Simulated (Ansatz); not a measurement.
C2H7ClOSi (`OC(Cl)C[SiH3]`). Total charge 0; spin multiplicity 1.

```xyz
12

O     0.2651   -2.3046   -0.1264
C    -0.3339   -1.0793    0.0594
Cl   -0.8990   -0.9021    1.7917
C     0.6429    0.0134   -0.2743
Si   -0.0013    1.7676   -0.0246
H    -0.3802   -2.9999    0.0363
H    -1.2636   -0.9836   -0.5083
H     0.9238   -0.1105   -1.3260
H     1.5510   -0.1340    0.3176
H     0.0482    2.1809    1.3979
H    -1.4012    1.8609   -0.5201
H     0.8482    2.6912   -0.8232
```

(1) Give the diagnostics of a CCSD(T)/def2-TZVPP run (frozen core, Ansatz 0.2.0). (An estimate is asked.)

Results:

(1) Computed: T1 = 0.0109, largest single amplitude 0.014, largest double 0.014, (T) share of the correlation energy 3.8 %, 9 CCSD cycles. The RHF solution is stable towards an unrestricted one. T1 lies under the customary mark of 0.02 for closed shells.
